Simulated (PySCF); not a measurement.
These 2 structures share the formula C4H2F4. The calculation used PySCF 2.14.0, PBE0-D3(BJ)/def2-SVP geometry optimisation, gas phase. One conformer each; no zero-point energy, no entropy. No frequencies were run at this level. Point groups hold within 0.08 Å.

Problem. Rank from lowest to highest electronic energy at this level (kJ/mol).
A. `[F:1]/[CH:2]=[CH:3]\[C:4]([F:5])=[C:6]([F:7])[F:8]` with C2–C3–C4–F5 3°
B. `FCC#CC(F)(F)F`

Solution. A (0.0), B (21.7).

As drawn, the lower has a C=C bond outside aromatic rings, which the higher lacks; the higher has a C≡C bond, which the lower lacks.

```
          SMILES      E (Eh)  E rel (kJ/mol)  dipole (D)  point group       A, B, C (MHz)
F/C=C\C(F)=C(F)F  -551.95767             0.0        2.21      near Cs   4605, 1171, 934.1
   FCC#CC(F)(F)F  -551.94940            21.7        2.48           Cs  4827, 827.6, 809.6
```

Problem. As an exercise, what shares would exp(−E/RT) give at 500 K from these electronic energies alone (no entropy, no degeneracies)?

Solution. RT = 4.157 kJ/mol: F/C=C\C(F)=C(F)F 99.5 %, FCC#CC(F)(F)F 0.5 %.
